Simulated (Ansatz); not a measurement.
Z-matrix (Å, degrees):
```
C
C 1 1.552
B 1 1.545 2 99.1
H 1 1.092 2 109.1 3 120.7
H 1 1.092 2 109.1 3 -120.7
B 2 1.566 1 117.7 3 178.5
H 2 1.102 1 111.3 3 -58.8
H 2 1.102 1 111.5 3 55.6
H 3 1.200 1 120.6 2 -86.6
H 3 1.200 1 120.6 2 85.8
C 6 1.553 2 125.1 1 -1.4
H 6 1.204 2 116.1 1 -179.1
H 11 1.092 6 115.5 2 15.7
H 11 1.093 6 112.8 2 143.2
H 11 1.102 6 105.9 2 -102.7
```

The species carries charge 0 and has multiplicity 1.

Problem. List the PBE0/def2-TZVPP orbital energies in eV (the Gaussian-basis code of Ansatz). (Estimate.)

Solution. Computed: Occupied: -278.10, -277.61, -277.50, -184.50, -184.34, -21.52, -19.64, -17.53, -13.90, -12.87, -12.76, -11.70, -11.24, -10.88, -10.21, -9.82, -8.92, -8.86, -8.15. Lowest empty: -0.97, -0.80, 0.91, 1.66, 2.00, 2.08, 2.65, 2.69.
